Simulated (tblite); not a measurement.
Species: C₅H₁₄P₂.
Numbering: `[CH3:1][CH:2]([CH3:3])[CH2:4][PH:5][CH2:6][PH2:7]` (hydrogens: H8, H9, H10 on C1; H11 on C2; H12, H13, H14 on C3; H15, H16 on C4; H17 on P5; H18, H19 on C6; H20, H21 on P7)

Geometry (GFN2-xTB, Å), atoms numbered from 1 in this order:
```
atom  x, y, z in Å
C1    -2.5076    0.7631   -1.1957
C2    -1.5450    0.4589   -0.0493
C3    -1.9611   -0.8158    0.6767
C4    -0.1158    0.3432   -0.5825
P5     1.1428    0.0957    0.7673
C6     2.6546    0.1463   -0.3199
P7     4.2045   -0.3782    0.5635
H8    -2.5190   -0.0581   -1.9102
H9    -2.2125    1.6698   -1.7195
H10   -3.5173    0.9012   -0.8161
H11   -1.5755    1.2898    0.6650
H12   -1.9024   -1.6721    0.0073
H13   -1.3067   -0.9944    1.5291
H14   -2.9827   -0.7320    1.0401
H15   -0.0445   -0.4685   -1.3129
H16    0.1558    1.2774   -1.0868
H17    1.0782   -1.3049    0.7961
H18    2.8080    1.1785   -0.6550
H19    2.5273   -0.4771   -1.2113
H20    3.6682   -1.5438    1.1145
H21    3.9418    0.3379    1.7300
```

Method: GFN2-xTB as coded in tblite; computed harmonic values from a numerical Hessian at the method's own geometry, unscaled. Errors from tens to a few hundred cm⁻¹ against measured bands are possible. Modes of hydrogen on phosphorus can be 10 to 20 % off. One conformer, not necessarily the lowest.

Harmonic wavenumbers (cm⁻¹): 45.9, 56.1, 85.3, 99.1, 172.6, 200.8, 208.8, 222.5, 251.4, 340.8, 392.3, 437.9, 622.2, 667.9, 721.7, 752.2, 769.2, 803.5, 865.8, 876.5, 911.7, 947.8, 954.7, 985.2, 987.3, 1061.4, 1087.2, 1132.3, 1139.1, 1159.2, 1182.7, 1212.3, 1232.9, 1322.7, 1334.4, 1405.8, 1406.7, 1420.1, 1440.4, 1492.7, 1497.1, 1504.0, 1507.3, 2235.1, 2258.6, 2325.6, 2909.5, 2918.9, 2922.1, 2928.5, 2933.4, 3011.7, 3021.7, 3026.3, 3029.6, 3035.6, 3039.0.

A = 5345, B = 602.1, C = 565.6 MHz; mass 136.057 u (most abundant isotopes); point group C1, symmetry number 1.

Problem. What is the zero-point energy?

Solution. ½Σν̃ = 38257 cm⁻¹ = 457.65 kJ/mol.

Problem. What is S at 200 K and 1 bar for an ideal gas of classical rigid rotors and harmonic oscillators?

Solution. Translation 161.83, rotation 118.69, vibration 94.41: S = 374.9 J/(mol K).

Problem. And Cp and H(200 K) − H(0)?

Solution. Cp = 126.14 J/(mol K), of which vibrations give 92.88 (their classical limit is 57 R = 473.9); H(200 K) − H(0) = 16.66 kJ/mol without the zero-point energy, 10.01 from vibrations.

Problem. Which modes carry the vibrational entropy at 200 K?

Solution. 45.9 cm⁻¹: 17.57; 56.1 cm⁻¹: 15.92; 85.3 cm⁻¹: 12.50; 99.1 cm⁻¹: 11.30; 172.6 cm⁻¹: 7.03; 200.8 cm⁻¹: 5.94 J/(mol K); the other 51 give 24.16 together.

Problem. How do the functions run with temperature in this model?

Solution. 
| T (K) | S (J/(mol K)) | Cp (J/(mol K)) | H − H(0) (kJ/mol) | G − H(0) (kJ/mol) | ln q(vib) |
| --- | --- | --- | --- | --- | --- |
| 100 | 302.3 | 87.2 | 5.97 | -24.26 | 2.22 |
| 300 | 434.1 | 169.3 | 31.39 | -98.83 | 8.26 |
| 500 | 540.9 | 252.6 | 73.92 | -196.51 | 13.87 |
| 800 | 679.5 | 337.1 | 163.42 | -380.20 | 21.88 |
| 1000 | 759.0 | 374.7 | 234.80 | -524.21 | 26.87 |

q(vib) and H(0) count from the zero-point level.

Problem. What must be added to the electronic energy to get the Gibbs energy at 200 K and 1 bar?

Solution. ZPE + [H(200 K) − H(0)] − T·S = 457.65 + 16.66 − 74.99 = 399.32 kJ/mol.

Problem. Blend soft modes into free rotors: weight 1/[1 + (100 cm⁻¹/ν̃)⁴] for the oscillator and the rest for a rotor with moment μB/(μ + B), μ = h/(8π²ν), B = 10⁻⁴⁴ kg m². What vibrational entropy results?

Solution. 86.51 J/(mol K) in place of 94.41, which changes −T·S at 200 K by +1.58 kJ/mol.

Hindered rotation and anharmonicity are outside this model. Other conformers, if any are populated, would add a mixing term that is left out. The structure is chiral; the term R ln 2 for an equal mix with its mirror image is left out.

Hardware: Intel Xeon Platinum 8488C, one thread (shared host). Cost: 1.1 s of wall time. The figure is for the frequency step alone.
